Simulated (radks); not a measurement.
The numbers below are computed, except where a source is named.
Effect of the nuclear size on neutral iridium, [Xe] 4f14 5d7 6s2. Level of theory: Dirac Kohn-Sham, relativistic LDA (MacDonald-Vosko exchange, VWN5 correlation), spin-unpolarised, spherical densities, finite nucleus; open shells fill j = l - 1/2 first; Fermi nuclear charge, rms radius 5.4032 fm (a radial shooting solver on a logarithmic mesh with Libxc functionals). The rms radius is varied about that value; shifts are against it.

rms radius (fm)  total energy shift (eV)  density at nucleus (e/bohr^3)  1s1/2 shift (meV)  2s1/2 shift (meV)  4p1/2 shift (meV)  5s1/2 shift (meV)  5p1/2 shift (meV)  6s1/2 shift (meV)  6p1/2 (empty) shift (meV)
4.7116                             -18.8                      1.889e+06              -7530              -1090             -0.378              -11.2              0.504             -0.765                      0.248
5.0304                             -10.3                      1.843e+06              -4140               -600             -0.209              -6.16              0.277             -0.421                      0.136
5.4032                                 0                      1.794e+06              0.000              0.000              0.000              0.000              0.000              0.000                      0.000
5.8733                              13.7                      1.738e+06               5480                794              0.282               8.15             -0.365              0.557                     -0.180
6.0084                              17.8                      1.723e+06               7110               1030              0.367               10.6             -0.474              0.722                     -0.234

Slopes of the eigenvalues against <r^2> in GHz/fm^2, as finite differences over the two radii next to the reference (eigenvalue slopes, not the field-shift constants of lines): 1s1/2 253000, 2s1/2 36700, 4p1/2 12.9, 5s1/2 376, 5p1/2 -16.9, 6s1/2 25.7, 6p1/2 (empty) -8.33.
